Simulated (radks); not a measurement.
Results of a calculation; reference values are marked as such.
The platinum ion Pt+, 77 electrons, occupied as [Xe] 4f14 5d6.5 6p2.5 (fractional occupations, a model configuration).

Code: a radial shooting solver on a logarithmic mesh with Libxc functionals. Model: scalar-relativistic Kohn-Sham, PBE, spin-unpolarised, spherical densities, point nucleus.

Energy parts (Ry):
part                       energy
total                 -36824.4179
kinetic                41081.0465
electron-nucleus      -91408.2132
Hartree                14209.4031
exchange-correlation    -706.6543

Orbitals (lengths in bohr, moments of r in powers of bohr):
| orbital | occ. | eigenvalue (Ry) | <r^4> |
|---|---|---|---|
| 1s | 2 | -5766.707 | 4.513e-07 |
| 2s | 2 | -1014.313 | 0.00006651 |
| 2p | 6 | -879.1193 | 0.00005365 |
| 3s | 2 | -239.4295 | 0.002412 |
| 3p | 6 | -200.0671 | 0.002641 |
| 3d | 10 | -157.4267 | 0.002032 |
| 4s | 2 | -52.65322 | 0.05458 |
| 4p | 6 | -39.74739 | 0.07298 |
| 4d | 10 | -24.08492 | 0.1022 |
| 4f | 14 | -6.68149 | 0.2184 |
| 5s | 2 | -8.98758 | 1.470 |
| 5p | 6 | -5.58388 | 2.702 |
| 5d | 6.5 | -1.74559 | 11.96 |
| 6p | 2.5 | -0.74797 | 204.1 |

The highest occupied level is 6p at -10.177 eV. The density falls to 0.001 e/bohr^3 at r = 4.72 bohr.
